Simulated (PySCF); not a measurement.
Ga(H)2(SMe) (CH5GaS), SMILES [S](C)[GaH2].

Geometry optimised at ωB97X-D3(BJ)/def2-SVP.

Computed with C-PCM-ωB97X/def2-SVP (PySCF).

The values are the electrostatic part of the solvation free energy, E(continuum) − E(gas) at the gas-phase geometry, in a cavity of scaled van der Waals radii (PySCF's table); cavitation and dispersion terms are not included. A continuum can't describe solvent molecules that bind to the metal. In vacuum the orbital gap is 9.96 eV. The dipole moment in vacuum is 1.48 D.

Computed values in water (ε = 78.36), dichloromethane (ε = 8.93), dimethylsulfoxide (ε = 46.83):
```csv
solvent,ε,ΔG(elec) (kcal/mol),dipole (D),gap (eV)
water,78.36,-3.3,2.01,10.29
dichloromethane,8.93,-2.9,1.94,10.25
dimethylsulfoxide,46.83,-3.3,2.00,10.28
```
